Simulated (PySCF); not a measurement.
Coordinates in bohr (charge -1 multiplicity 3):
```
Re    0.0000    0.0000   -0.6823
Se    4.0664    0.0000    0.7991
Se   -4.0664    0.0000    0.7991
```

Method: UPBE in PySCF with Re def2-SVPD with ECP60, Se def2-SVPD; scalar-relativistic core potentials, no spin–orbit coupling; density-fitted integrals.

This geometry of [ReSe2]- is a stationary point at this level.

Q: What is the point group?

A: C2v.

Q: Is it a minimum?

A: Yes: all harmonic wavenumbers are real, though the softest, 50 cm⁻¹, leaves little margin.

Q: List the harmonic modes with their infrared intensities.

A: 
```csv
symmetry,ω (cm⁻¹),IR (km/mol)
a1,50,0.1
a1,290,1.5
b2,326,69.0
```

Q: What are the dipole moment and the gap between the highest occupied and lowest empty levels of either spin?

A: 0.65 D about the centre of mass and 0.67 eV.

In C2v the vibrations span 2a1 + b2. Here b1 is antisymmetric to the molecular plane and b2 lies in it.

Other isomers or separated fragments may lie lower. Open d and f shells are described by one determinant, and the ground state may have another occupation or spin. The lowest empty level of this anion is unbound, so it and the gap depend on the basis. With an element this heavy the missing spin–orbit coupling can shift these numbers.
